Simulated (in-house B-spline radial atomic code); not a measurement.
How numerical settings move a run on P2+, [Ne] 3s2 3p1. Computed with an all-electron radial atomic-structure program (B-spline basis): Dirac-Kohn-Sham PBE0, spherical fractional occupations, Fermi nucleus of rms radius 3.1889 fm.

Command:
```bash
python run_scf.py task.json out
```
Settings of the sound reference run:
```
Z                15
electrons        13
configuration    [Ne] 3s2 3p1
hamiltonian      dirac
method           pbe0
spin_polarised   False
nucleus          fermi
rms_radius       3.1889
mass_number      31
atomic_mass      30.97376
speed_of_light   137.036
knot_spacing     0.22
spline_order     8
gauss_points     12
box_radius       22.22
max_iterations   70
damping          0.5
damped_steps     3
diis_vectors     10
tolerance        1e-08
start            Thomas-Fermi
```

Time taken, with all properties: 0.63 s on 1 thread of AMD EPYC 9R45 96-Core Processor (shared host).

It converges in 8 iterations to -340.825665 hartree, with 3p3/2 at -23.4439 eV. The other runs change the listed settings, some to values that make no sense; their results aren't properties of the atom or ion. Radii are in bohr (the nuclear one in fm), a minus after a letter asks for a j subshell, and «unchanged» means within 1e-8 hartree. The run stops when the residual is below 10 × tolerance × max(1, Z/10), or a noise floor if that is larger, and the energy moves by less than 1e-8 × √|E| hartree; so very loose and very tight tolerances often act alike.

| changed settings | outcome |
| --- | --- |
| first_knot = 0.02, max_iterations = 75, damped_steps = 8 | converged in 13 iterations, energy +3.08e-03 hartree from the reference, 3p3/2 level +3.2e-04 eV |
| box_radius = 6.67 | converged in 8 iterations, energy +2.04e-04 hartree from the reference, 3p3/2 level +1.3e-02 eV (the program warns: 3p3/2 reaches the box edge; 3s1/2 reaches the box edge) |
| first_knot = 6.67e-06 | converged in 9 iterations, energy -8.86e-07 hartree from the reference, 3p3/2 level -9.5e-06 eV |
| box_radius = 11.11 | converged in 8 iterations, energy -3.28e-08 hartree from the reference, 3p3/2 level +1.1e-06 eV |
| box_radius = 1.33 | converged in 8 iterations, energy +1.80e+01 hartree from the reference, 3p3/2 level +1.8e+02 eV (the program warns: 3p3/2 has a positive eigenvalue: unbound, held by the box; 3s1/2 has a positive eigenvalue: unbound, held by the box) |
| spline_order = 6, gauss_points = 3, max_iterations = 100, tolerance = 1e-06, start = bare nucleus | converged in 8 iterations, energy -3.11e-05 hartree from the reference, 3p3/2 level +1.7e-05 eV |
| first_knot = 0.00667 | converged in 9 iterations, energy +8.57e-05 hartree from the reference, 3p3/2 level +3.8e-05 eV |
| max_iterations = 3 | not converged after 3 iterations, last residual 2.6e-02, last energy +1.14e-02 hartree from the reference |
| first_knot = 0.2 | converged in 9 iterations, energy +6.82e-01 hartree from the reference, 3p3/2 level +1.9e-01 eV |
| box_radius = 0.89 | converged in 7 iterations, energy +7.32e+01 hartree from the reference, 3p3/2 level +5.8e+02 eV (the program warns: 3p3/2 has a positive eigenvalue: unbound, held by the box; 2p1/2 has a positive eigenvalue: unbound, held by the box) |
| first_knot = 0.0667 | converged in 9 iterations, energy +4.73e-02 hartree from the reference, 3p3/2 level +8.3e-03 eV |
| first_knot = 6.67e-05 | converged in 9 iterations, energy -2.26e-07 hartree from the reference, 3p3/2 level +6.4e-06 eV |
| box_radius = 2.22 | converged in 8 iterations, energy +2.19e+00 hartree from the reference, 3p3/2 level +3.1e+01 eV (the program warns: 3p3/2 has a positive eigenvalue: unbound, held by the box; 3p1/2 has a positive eigenvalue: unbound, held by the box) |
| electrons = 14, configuration = [Ne] 3s2 3p1 2f1, max_iterations = 100 | stopped with error: there is no 2f shell |
| box_radius = 3.33 | converged in 8 iterations, energy +2.28e-01 hartree from the reference, 3p3/2 level +4.9e+00 eV (the program warns: 3p3/2 reaches the box edge; 2p1/2 reaches the box edge) |
| first_knot = 0.000667 | converged in 9 iterations, energy +3.48e-05 hartree from the reference, 3p3/2 level -9.2e-06 eV |
| max_iterations = 2 | not converged after 2 iterations, last residual 9.2e-02, last energy +1.25e-01 hartree from the reference |

Task: What happens with gauss_points = 5, box_radius = 3.33, max_iterations = 50, damped_steps = 1, tolerance = 0.0001?

Result: Converged in 6 iterations, energy +2.28e-01 hartree from the reference, 3p3/2 level +4.9e+00 eV (the program warns: 3p3/2 reaches the box edge; 2p1/2 reaches the box edge).

Task: What happens with knot_spacing = 0.55, max_iterations = 2, damped_steps = 30, diis_vectors = 0?

Result: Not converged after 2 iterations, last residual 2.2e-01, last energy +1.26e-01 hartree from the reference.

Task: What happens with box_radius = 4.44?

Result: Converged in 8 iterations, energy +2.38e-02 hartree from the reference, 3p3/2 level +7.9e-01 eV (the program warns: 3p3/2 reaches the box edge; 3s1/2 reaches the box edge).

Task: What happens with box_radius = 88.88?

Result: Converged in 8 iterations, energy unchanged.
